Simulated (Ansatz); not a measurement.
## Hg2H4 in a box, plane waves

Ansatz 0.2.0, DFT PBE, spin-orbit coupling, plane waves, PAW, molecule in a box. The geometry was relaxed with Gaussian bases (B3LYP; Hg def2-SVP with ECP60, H def2-SVP).

```yaml
crystal:
  lattice:
    - [12.21, 0.0, 0.0]
    - [0.0, 9.0, 0.0]
    - [0.0, 0.0, 15.69]
  atoms:
    - { symbol: Hg, position: [0.44687387, 0.5, 0.6256297] }
    - { symbol: Hg, position: [0.55309992, 0.5, 0.37410644] }
    - { symbol: H, position: [0.63142342, 0.5, 0.4612441] }
    - { symbol: H, position: [0.36855037, 0.5, 0.5384914] }
    - { symbol: H, position: [0.52394922, 0.5, 0.71292862] }
    - { symbol: H, position: [0.47602457, 0.5, 0.28680688] }
basis:
  ecutwfc: 420
  ecutrho_ratio: 4
kpoints:
  mp_grid: { grid: [1, 1, 1] }
hamiltonian:
  xc: pbe
scf:
  occupations: { method: gaussian, width: 0.01 }
output:
  forces: true
  eigenvalues: true
  populations: true
  write_density: true
  write_potential: true
  elf: true
  volumetric_format: npy
magnetization:
  noncollinear: true
  spin_orbit: true
```

Command:
```sh
ansatz run input.yaml --threads 2 --pin off --max-ram 5120MiB --backend cpu --events-out ev --progress --plain --runs-dir out
```
It took 17 s on 2 threads of Arm Neoverse V2 (shared host), peak memory 2 GiB.

(1) How does the SCF go?

(2) Which levels lie next to the highest filled one (eV, counted from it)?

(3) What forces are left at this geometry, relaxed with Gaussian bases (eV/Å)?

The highest of the empty levels listed lie near the vacuum level and may be states of the box.

The Gaussian-basis geometry is a saddle point of its own level.

The forces come from the other functional as well as from the basis.

## Answers

(1) 
```
SCF iter   1: F=—  HF=-27771.337171 eV  |F-HF|=—  |Δ(HF+E_count)|=         —  Δρ=1.55e-2
preconditioner: auto → Resta (q_TF=auto, 1.480 Å⁻¹)  ε∞=1.3  [insulator: Δε(μ)=6.229 eV  Ē_g=8.996 eV  σ=0.010 eV  W_gap=1.00  n_s
spin=Noncollinear: Resta preconditioning applied to the charge; magnetization (m_x, m_y, m_z) channels mix plain (no charge-respon
SCF iter   2: F=—  HF=-27770.142516 eV  |F-HF|=—  |Δ(HF+E_count)|=    1.19e0  Δρ=8.11e-3
SCF iter   3: F=—  HF=-27769.728699 eV  |F-HF|=—  |Δ(HF+E_count)|=   4.14e-1  Δρ=1.74e-3
SCF iter   4: F=—  HF=-27769.721223 eV  |F-HF|=—  |Δ(HF+E_count)|=   7.48e-3  Δρ=5.81e-4
SCF iter   5: F=—  HF=-27769.721483 eV  |F-HF|=—  |Δ(HF+E_count)|=   2.60e-4  Δρ=5.11e-5
SCF iter   6: F=—  HF=-27769.721666 eV  |F-HF|=—  |Δ(HF+E_count)|=   1.84e-4  Δρ=1.40e-5
SCF iter   7: F=—  HF=-27769.721667 eV  |F-HF|=—  |Δ(HF+E_count)|=   6.56e-7  Δρ=4.60e-6
SCF iter   8: F=-27769.721667 eV  HF=-27769.721667 eV  |F-HF|=2.94e-8  |Δ(HF+E_count)|=   3.77e-8  Δρ=1.18e-6
```

(2) Filled: -3.21, -3.21, -1.86, -1.86, -1.48, -1.48, -0.10, -0.10, 0.00, 0.00. Empty: 5.15, 5.15, 5.20, 5.20, 5.98, 5.98, 6.05, 6.05.

(3) 
```
Hg   0.01  0.00 -0.03
Hg  -0.01  0.00  0.03
H   -0.15  0.00 -0.21
H    0.15  0.00  0.21
H   -0.14  0.00 -0.21
H    0.14  0.00  0.21
```
